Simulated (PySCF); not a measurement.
C5H11OS (doublet state).
Geometry (GFN2-xTB, Å), atoms numbered from 1 in this order:
```
atom  x, y, z in Å
C1    -0.1593    0.0335   -1.7788
C2    -0.0797    0.2202   -0.3147
C3    -0.3575    1.6758    0.0680
C4    -1.1366   -0.6837    0.3811
O5    -0.9001   -2.0284    0.0377
C6     1.3150   -0.2176    0.1518
S7     1.5694    0.0584    1.9504
H8    -0.7699    0.6842   -2.3729
H9     0.2590   -0.8434   -2.2308
H10   -0.3156    1.8019    1.1476
H11   -1.3424    1.9780   -0.2790
H12    0.3867    2.3260   -0.3852
H13   -2.1375   -0.3689    0.0546
H14   -1.0579   -0.5376    1.4673
H15   -1.5371   -2.5816    0.4997
H16    2.0806    0.3515   -0.3757
H17    1.4389   -1.2825   -0.0365
H18    2.7353   -0.5794    2.0038
```

The hyperfine couplings belong to this conformer and change with its torsions.

The species is `[CH2][C@@](C)(CO)CS` [radical].

Level of theory: PySCF 2.14.0, UKS B3LYP, pcH-1 on C H O S, non-relativistic, mean-field spin-orbit, GIAO. Geometry: GFN2-xTB, one conformer, isolated molecule. GFN2-xTB frequencies show an imaginary mode (39i cm⁻¹), so this geometry is no minimum at that level. The geometry wasn't refined by DFT: couplings that depend on bond lengths, twists or pyramidal angles can differ widely from those at the functional's own minimum. The SCF solution wasn't tested for stability.

Question: Break the g tensor into its mass correction, gauge correction and orbital-Zeeman/spin–orbit terms.

Answer: 
| Δg (ppm) | 1 | 2 | 3 |
| --- | --- | --- | --- |
| relativistic mass correction | -143 | -143 | -143 |
| gauge correction | 12 | 28 | 35 |
| orbital Zeeman/spin–orbit | 52 | 312 | 632 |
| total | -79 | 197 | 524 |

So g = 2.00224, 2.00252, 2.00284 and g_iso = 2.00253; the tensor is rhombic: the two nearest values differ by 46 % of g3 − g1. 

Question: What effective moment and Curie constant follow for a powder?

Answer: With the mean of g² = 4.0101 and S(S+1) = 0.75: μ_eff = √(⟨g²⟩S(S+1)) = 1.734 μB and χT = 0.12505·⟨g²⟩·S(S+1) = 0.376 cm³ K/mol (cgs; spin-Hamiltonian part alone).

Question: What are the electron Larmor frequencies g μB B/h along the three axes at 3350 mT?

Answer: 93.8799, 93.8928, 93.9081 GHz for g1, g2 and g3, a range of 28.3 MHz.

Question: At 34.187 GHz, how far is the centre of the isotropic spectrum from where a free electron (g = 2.002319) resonates?

Answer: B = hν/(g μB) with μB/h = 13.99624 MHz/mT gives 1219.88 mT for the free electron and 1219.75 mT at g_iso, 0.13 mT lower.

Question: In a frozen sample, at which fields do the three g values resonate at 9.5, 34, 94 and 263 GHz (hyperfine left aside), and which band first spreads them over more than twice a line width of 0.3 mT?

Answer: 
| band | GHz | B(g3) mT | B(g2) mT | B(g1) mT | spread mT |
| --- | --- | --- | --- | --- | --- |
| X | 9.5 | 338.89 | 338.95 | 339.00 | 0.10 |
| Q | 34.0 | 1212.89 | 1213.08 | 1213.25 | 0.37 |
| W | 94.0 | 3353.28 | 3353.82 | 3354.29 | 1.01 |
| J | 263.0 | 9382.04 | 9383.57 | 9384.87 | 2.83 |

The spread grows in proportion to the frequency. W band is the first where it exceeds 0.6 mT.

The Mulliken spin populations are largest on C1 (+1.08) and C2 (-0.07). C1 is the only atom above +0.15. The angles at C1 add up to 359.2°, so it is planar; its axial dipolar tensor and the negative couplings of its protons fit spin in a p orbital normal to that plane.

The HOMO–LUMO gaps are 6.29 eV among the α and 4.59 eV among the β orbitals.
